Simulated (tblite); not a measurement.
Species: C2H11Si4 (doublet state).
Numbering: `[CH2:1]=[CH:2][SiH2:3][SiH:4][SiH2:5][SiH3:6]` (hydrogens: H7, H8 on C1; H9 on C2; H10, H11 on Si3; H12 on Si4; H13, H14 on Si5; H15, H16, H17 on Si6)

Structure optimised with GFN2-xTB, isolated species. This method treats the open shell by occupation alone, without spin polarisation.

Problem. Give the optimised bond lengths and angles.

Solution. 
| bond | length (Å) |
| --- | --- |
| C1=C2 | 1.325 |
| C2–Si3 | 1.882 |
| Si3–Si4 | 2.307 |
| Si4–Si5 | 2.303 |
| Si5–Si6 | 2.318 |
| C1–H7 | 1.079 |
| C1–H8 | 1.080 |
| C2–H9 | 1.085 |
| Si3–H10, Si3–H11 | 1.471 |
| Si4–H12 | 1.484 |
| Si5–H13, Si5–H14 | 1.477 |
| Si6–H15, Si6–H16, Si6–H17 | 1.466 |

Bonds in one row agree within 0.01 Å and their mean is given. A selection of angles:
| angle | degrees |
| --- | --- |
| C2–C1–H7 | 121.5 |
| C2–C1–H8 | 122.9 |
| H7–C1–H8 | 115.6 |
| C1–C2–Si3 | 124.8 |
| C1–C2–H9 | 118.1 |
| Si3–C2–H9 | 116.9 |
| C2–Si3–Si4 | 112.0 |
| C2–Si3–H10 | 107.6 |
| Si4–Si3–H10 | 112.5 |
| Si4–Si3–H11 | 110.1 |
| H10–Si3–H11 | 107.7 |
| Si3–Si4–Si5 | 126.5 |
| Si3–Si4–H12 | 109.3 |
| Si5–Si4–H12 | 108.8 |
| Si4–Si5–Si6 | 120.9 |
| Si4–Si5–H13 | 107.8 |
| Si6–Si5–H13 | 107.9 |
| Si6–Si5–H14 | 109.1 |
| H13–Si5–H14 | 103.1 |
| Si5–Si6–H15 | 109.6 |
| Si5–Si6–H16 | 116.0 |
| Si5–Si6–H17 | 111.2 |
| H15–Si6–H16 | 106.4 |
| H15–Si6–H17 | 106.6 |

Torsions: C1–C2–Si3–Si4 -92° (anticlinal); C2–Si3–Si4–Si5 -71° (synclinal); Si3–Si4–Si5–Si6 103° (anticlinal). The mirror-image conformer, all signs reversed, is as good.

Si5 (silicon bonded to 2 Si and 2 H) is distorted tetrahedral (angles from 103.1° to 120.9°). C1 (carbon bonded to C and 2 H) is planar (angles 122.9°, 121.5° and 115.6°, sum 360.0°, 0.00 Å off the plane of its three neighbours). Si3 (silicon bonded to C, Si and 2 H) is tetrahedral (angles from 106.6° to 112.5°). C2 (carbon bonded to C, Si and H) is planar (angles 124.8°, 118.1° and 116.9°, sum 359.9°, 0.03 Å off the plane of its three neighbours). Si4 (silicon bonded to 2 Si and H) is pyramidal (angles 126.5°, 109.3° and 108.8°, sum 344.5°, 0.45 Å off the plane of its three neighbours). Si6 (silicon bonded to Si and 3 H) is distorted tetrahedral (angles from 106.4° to 116.0°).

Point group: C1 (no symmetry element, even within 0.4 Å). Its lowest GFN2-xTB frequency is 13i cm⁻¹, too small to tell a flat minimum from a shallow saddle. 3 starts were optimised and ended at 0.00, 0.20 and 0.80 kcal/mol (GFN2-xTB); the lowest of these is shown.

These are computed values.
